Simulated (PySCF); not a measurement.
C₃H₇InO₂, SMILES C=[CH][In]([OH])[O]C.

The structure is a stationary point at PBE0-D3(BJ)/def2-SVP. The def2 effective core potentials stand for the cores of In; spin–orbit coupling is left out. Other conformers were not sampled.

Two levels are set side by side: PBE/def2-TZVP (PySCF) and r2SCAN/def2-TZVP (PySCF). Same geometry, gas phase. Differences are taken from unrounded values.

```json
[
 {"quantity": "orbital gap (eV)", "r2SCAN": "4.10", "PBE": "3.63", "PBE minus r2SCAN": "-0.47"},
 {"quantity": "highest occupied level (eV)", "r2SCAN": "-6.13", "PBE": "-5.83", "PBE minus r2SCAN": "0.30"},
 {"quantity": "lowest empty level (eV)", "r2SCAN": "-2.02", "PBE": "-2.19", "PBE minus r2SCAN": "-0.17"},
 {"quantity": "dipole moment (D)", "r2SCAN": "2.49", "PBE": "2.37", "PBE minus r2SCAN": "-0.12"},
 {"quantity": "mean polarisability (bohr³)", "r2SCAN": "79.9", "PBE": "82.5", "PBE minus r2SCAN": "2.6"}
]
```

Rough cost on one machine, each run with all the roots and properties that it gave: r2SCAN against PBE about 4 times.
